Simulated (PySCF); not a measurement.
Calculated NMR data

- shieldings: GIAO PBE0/pcSseg-1
- GFN2-xTB geometry
- program: PySCF
- non-relativistic, one computed conformer, fast rotation and ring inversion assumed for equivalent nuclei, in vacuum

References, each an isolated molecule treated in the same way: $^{1}$H and $^{13}$C against TMS. Where no couplings were computed, multiplicities follow the n + 1 count of equivalent neighbours, and m marks all less simple cases (inequivalent or close neighbours, rings, F or P nearby). Shifts are as computed. Against solution values, carbons near 30 ppm lie about +3 ppm off and those near 130 ppm about +5 ppm. Of 1211 compounds with measured shifts, 218 miss one by over three times the rms of a fit or turn the order of signals round; such compounds aren't used in these exercises.

**1.** SMILES C1=C(N(CC=C)[SiH3])C1, C6H11NSi. $^{1}$H NMR (500 MHz, computed): δ 6.14 (m, 1H), 5.50 (m, 1H), 5.43 (m, 1H), 5.14 (t, 1H), 4.95 (s, 3H), 3.80 (d, 2H), 1.46 (m, 2H). $^{13}$C{$^{1}$H} NMR (computed): δ 141.0, 130.9, 125.3, 70.7, 58.1, 12.8.

**2.** SMILES C#C[C@H](C)N([SiH3])C=C, C6H11NSi. $^{1}$H NMR (500 MHz, computed): δ 7.00 (m, 1H), 4.65 (s, 3H), 4.33 (m, 1H), 4.07 (m, 1H), 4.02 (m, 1H), 1.84 (d, 1H), 1.33 (d, 3H). $^{13}$C{$^{1}$H} NMR (computed): δ 146.0 (CH), 90.8 (CH2), 89.6 (C), 80.1 (CH), 51.6 (CH), 27.4 (CH3).
